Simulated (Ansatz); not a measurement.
Isolated molecules relaxed with PBE0-D4/def2-TZVP in Ansatz; ΔE leaves out vibrations. CCSD(T)/CBS adds triple-zeta CCSD(T) − MP2 to the extrapolated MP2 energy (def2 sets, frozen cores). DFT in def2-TZVPP. B3LYP here is the variant with VWN-RPA as its local correlation; programs differ in this. One conformer a species, not always the lowest.

Reaction (redistribution): `OB(F)[SiH3]` + `C[Si](O)([SiH3])S` → `O[Si]([SiH3])([SiH3])S` + `CB(O)F`

```tsv
level	ΔE (kcal/mol)
ωB97X-V	-6.5
PBE	-7.6
r2SCAN	-7.3
B3LYP	-6.9
HF/def2-TZVPP	-6.9
MP2/def2-TZVPP	-6.5
CCSD(T)/def2-TZVPP	-6.6
SCS-MP2/def2-QZVPP	-6.2
```

What does CCSD(T)/CBS give? (Estimate.)

Computed: -6.8 kcal/mol. The listed levels differ from it by 0.3, -0.8, -0.5, -0.1, -0.1, 0.3, 0.2, 0.6 kcal/mol.

Largest T1 diagnostic among the species: 0.014.
